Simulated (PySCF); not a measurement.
GaP, triplet, geometry from GFN2-xTB (such geometries of metal compounds can be far from the true shape). Base run: B3LYP/def2-SV(P) in PySCF.

The PySCF input:
```python
from pyscf import gto, scf, dft

mol = gto.Mole()
mol.atom = '''
    Ga   -0.000000   -0.000000   -0.746695
    P     0.000000    0.000000    1.543169
'''
mol.basis = 'def2-sv(p)'
mol.charge = 0
mol.spin = 2
mol.verbose = 4
mol.build()

mf = dft.UKS(mol)
mf.xc = 'b3lyp'
mf.kernel()
```

Each row names what was changed in the base input (with any setting that the change needs).

```
change                                                                                                                  ΔE vs base (mEh)  fitting functions  dipole (D)
----------------------------------------------------------------------------------------------------------------------  ----------------  -----------------  ----------
base                                                                                                                               0.000                  -        1.88
auxbasis = cc-pvqz-jkfit                                                                                                          -0.058                366        1.88
only_dfj = on; auxbasis = def2-universal-jfit                                                                                     -0.112                109        1.88
auxbasis = def2-tzvp-ri                                                                                                          -8345.4                272        1.91
auxbasis = default (with mf = mf.density_fit())                                                                                   -0.007                394        1.88
exchange = seminumerical (SGX) (with mf = sgx.sgx_fit(mf, auxbasis='def2-universal-jfit'); with mf.with_df.dfj = True)            -0.107                109        1.88
auxbasis = cc-pvtz-ri                                                                                                            -8433.6                288        1.91
auxbasis = even-tempered beta=3.0                                                                                                -26.067                316        1.89
auxbasis = def2-universal-jkfit                                                                                                   -0.007                394        1.88
auxbasis = def2-universal-jfit                                                                                                    4037.4                109        1.82
```

A fitting set is made for a task (jfit for Coulomb, jkfit for Coulomb and exchange, ri for correlation) and for a family of orbital bases.

Open shells are given as the SCF converged; they aren't shown to be the lowest states, and a large step between rows can be another state.
